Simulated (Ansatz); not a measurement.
CH$_{5}$AlBF$_{2}$N (`NC(F)[B](F)[AlH2]`). Total charge 0; spin multiplicity 1. Geometry: relaxed with PBE0-D4/def2-TZVP. It is one conformer, not always the lowest.

```xyz
11

N     0.757    0.667   -0.116
C    -0.700    0.827   -0.160
F    -1.074    1.808   -1.055
B    -1.215   -0.698   -0.280
F    -2.393   -0.978   -0.793
Al    0.654   -1.376    0.538
H     1.237    1.423    0.360
H     1.130    0.605   -1.059
H    -1.006    1.157    0.846
H     1.735   -2.088   -0.399
H     0.874   -1.346    2.118
```

Question: What is the dipole moment at PBE/def2-TZVPP? (An estimate is asked.)

Answer: Computed: 3.01 D, with components (1.16, 2.77, -0.05) D in this frame, pointing from negative to positive charge.

Question: And with r2SCAN, B3LYP, ωB97M-V? (An estimate is asked.)

Answer: Computed: r2SCAN 3.02 D, B3LYP 2.94 D, ωB97M-V 2.94 D.

Question: Give the Mulliken charges with PBE, r2SCAN, B3LYP in def2-TZVPP. (Estimate.)

Answer: Ansatz gave: 
```csv
atom,PBE,r2SCAN,B3LYP
N1,-0.14,-0.16,-0.16
C2,0.13,0.20,0.18
F3,-0.19,-0.23,-0.23
B4,0.16,0.19,0.21
F5,-0.17,-0.24,-0.22
Al6,0.06,0.21,0.14
H7,0.17,0.16,0.15
H8,0.17,0.16,0.16
H9,0.10,0.07,0.11
H10,-0.14,-0.18,-0.17
H11,-0.14,-0.18,-0.17
```

B3LYP here is the variant with VWN-RPA as its local correlation; programs differ in this.
